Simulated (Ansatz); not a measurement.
Mulliken charges of CH₃Cl₂ISi, SMILES `ClC[SiH](Cl)I` from ωB97M-V/def2-TZVPP in Ansatz (PBE0-D4/def2-TZVP geometry).

| atom | x (Å) | y (Å) | z (Å) | charge (e) |
| --- | --- | --- | --- | --- |
| Cl1 | 1.439 | 0.638 | 1.649 | -0.101 |
| C2 | 0.809 | -0.480 | 0.416 | -0.276 |
| Si3 | -0.762 | 0.235 | -0.311 | 0.331 |
| Cl4 | -1.568 | -1.191 | -1.543 | -0.184 |
| I5 | -0.260 | 2.245 | -1.567 | -0.096 |
| H6 | 0.600 | -1.437 | 0.898 | 0.156 |
| H7 | 1.576 | -0.627 | -0.344 | 0.160 |
| H8 | -1.741 | 0.559 | 0.745 | 0.010 |

Q: By hand: the dipole of these point charges (1 e Å = 4.8032 D).

A: Σ q r = (0.021, -0.169, 0.143) e Å, of length 0.222 e Å = 1.07 D.

Q: How does the dipole of the full density compare? (An estimate is asked.)

A: The calculation gave: (0.030, -0.226, 0.031) e Å, 1.11 D; the point charges give 0.96 times that, at 32° from its direction.

Point charges leave out the atoms' own dipoles, such as those of lone pairs, and Mulliken's split depends on the basis, so the two needn't agree.
